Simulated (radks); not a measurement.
Results of a calculation; reference values are marked as such.
Numerical settings for neutral caesium, [Xe] 6s1. Code: a radial shooting solver on a logarithmic mesh with Libxc functionals. Model: scalar-relativistic Kohn-Sham, LDA (Slater exchange, Perdew-Wang correlation), spin-polarised, spherical densities, finite nucleus; open shells are filled with parallel spins first (spin-orbit coupling, left out, can overturn this in heavy ions); Fermi nuclear charge, rms radius 4.8041 fm. The defaults (mesh step 0.008 in ln r, mesh end at 40 bohr or more with all orbitals vanishing there, Anderson mixing 0.5 over 9 steps, residual threshold near 1e-9 with the energy settled to 1e-9 hartree or 1e-11 of itself, here a cap of 70 iterations) give E = -7780.5429 hartree and 6s at -2.387 eV in 13 iterations. Run on one thread of a shared host, so times are rough (Arm Neoverse V2): 0.19 s of CPU time, 0.19 s wall, 13 iterations on 2440 mesh points. Changes against that run (0 stands for a change within the tolerance of the run):

setting                    iterations  converged  E (mhartree)  e(6s) (meV)  CPU (s)
mesh step in ln r 0.2               4         no      diverged            -     0.01
mesh step in ln r 0.05             13        yes       +0.0506            0     0.04
mesh step in ln r 0.005            13        yes             0            0      0.3
mesh end (bohr) 400                13        yes             0            0     0.19
mesh end (bohr) 12                 14        yes         +1.63         +108     0.19
residual threshold 1e-13           20        yes             0            0     0.24
residual threshold 0.01             9        yes             0       +0.198     0.15
mixing 0.01                        22        yes             0            0      0.3
linear mixing, mixing 1            70         no         +44.6         -325      1.2
linear mixing, mixing 0.8          38        yes             0            0     0.48
mixing history 2                   18        yes             0            0     0.24
iteration cap 3                     3         no         +10.3         -244     0.07

Settings that end as converged yet miss the energy by more than 1 mhartree: mesh end (bohr) 12 (+0.00163 hartree). A mesh that ends early acts as a hard wall.
